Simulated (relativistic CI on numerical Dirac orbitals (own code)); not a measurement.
## How well does a small relativistic CI reproduce Mn II?

Method of calculation: Dirac-Coulomb-Breit CI, KLI orbitals optimised for each configuration, model QED (radiative potential, 1s self-energy scaled to tabulated hydrogen-like ionisation energies), valence Slater integrals scaled by 0.85, P86 correlation estimate, and configurations built on the next ion tied to the tabulated ionisation energy (semi-empirical) (own radial code, finite nucleus).

CI space (outside the closed core [Ar]): 3d5.4s, 3d6, 3d5.4p, 3d5.4d, 3d5.5s, 3d5.4f, 3d4.4s2, 3d4.4s.4p, 3d5.5p, 3d3.4s.4p2, 3d5.6s, 3d4.4p2, 3d5.5d, 3d5.6p, 3d5.5g, 3d5.5f, 3d5.6d, 3d5.6g, 3d4.4s.5p, 3d3.4s2.4p, 3d4.4s.5s, 3d4.4s.6s, 3d4.4s.5d, 3d4.4s.4d. Levels of other configurations are missing.

| Configuration | Term (tabulated) | J | Measured (cm⁻¹) | Computed | Error | Purity (%) |
| --- | --- | --- | --- | --- | --- | --- |
| 3d5.4s | a 7S | 3 | 0.0 | 0 | 0 | 99 |
| 3d5.4s | a 5S | 2 | 9473.0 | 9951 | 478 | 98 |
| 3d6 | a 5D | 4 | 14325.9 | 22849 | 8523 | 97 |
| 3d6 | a 5D | 3 | 14593.8 | 23086 | 8492 | 97 |
| 3d6 | a 5D | 2 | 14781.2 | 23253 | 8472 | 97 |
| 3d6 | a 5D | 1 | 14901.2 | 23361 | 8459 | 97 |
| 3d6 | a 5D | 0 | 14959.8 | 23413 | 8453 | 97 |
| 3d5.4s | a 5G | 6 | 27547.2 | 27777 | 230 | 99 |
| 3d5.4s | a 5G | 5 | 27571.2 | 27801 | 230 | 99 |
| 3d5.4s | a 5G | 4 | 27583.6 | 27816 | 232 | 99 |
| 3d5.4s | a 5G | 3 | 27588.5 | 27823 | 234 | 99 |
| 3d5.4s | a 5G | 2 | 27589.3 | 27826 | 237 | 99 |
| 3d5.4p | z 7P° | 2 | 38366.2 | 40477 | 2111 | 99 |
| 3d5.4p | z 7P° | 3 | 38543.1 | 40630 | 2087 | 99 |
| 3d5.4p | z 7P° | 4 | 38806.7 | 40851 | 2044 | 99 |
| 3d5.4p | z 5P° | 3 | 43370.5 | 46277 | 2906 | 98 |
| 3d5.4p | z 5P° | 2 | 43484.6 | 46359 | 2874 | 98 |
| 3d5.4p | z 5P° | 1 | 43557.1 | 46412 | 2855 | 98 |

Measured levels from NIST Handbook of Basic Atomic Spectroscopic Data (Sansonetti and Martin, J. Phys. Chem. Ref. Data 34, 1559 (2005)); pairs were made by configuration, J and term (by order where the table uses no LS term), so strongly mixed levels may be paired wrongly.

Mean error by configuration (cm⁻¹): 3d5.4s 274; 3d6 8480; 3d5.4p 2480. Over the excited levels the mean absolute error is 3466 cm⁻¹ (17 of the 17 excited levels that our extract of the source holds in range could be paired), and the median relative error of those above 1,000 cm⁻¹ is 5.5 %.

Transition probabilities of persistent lines. The last column rescales the computed rate by the cube of measured over computed energy:

```tsv
λ measured (Å)	Lower	Upper	A tabulated (s⁻¹)	A computed	A rescaled
2576.10 air	3d5.4s a 7S_3	3d5.4p z 7P°_4	2.82e+08	3.90e+08	3.34e+08
2593.72 air	3d5.4s a 7S_3	3d5.4p z 7P°_3	2.77e+08	3.83e+08	3.27e+08
2605.68 air	3d5.4s a 7S_3	3d5.4p z 7P°_2	2.72e+08	3.79e+08	3.23e+08
2933.05 air	3d5.4s a 5S_2	3d5.4p z 5P°_1	1.94e+08	2.91e+08	2.37e+08
2939.31 air	3d5.4s a 5S_2	3d5.4p z 5P°_2	1.95e+08	2.89e+08	2.35e+08
2949.20 air	3d5.4s a 5S_2	3d5.4p z 5P°_3	1.94e+08	2.86e+08	2.33e+08
3441.99 air	3d6 a 5D_4	3d5.4p z 5P°_3	3.60e+07	1.93e+07	3.68e+07
```
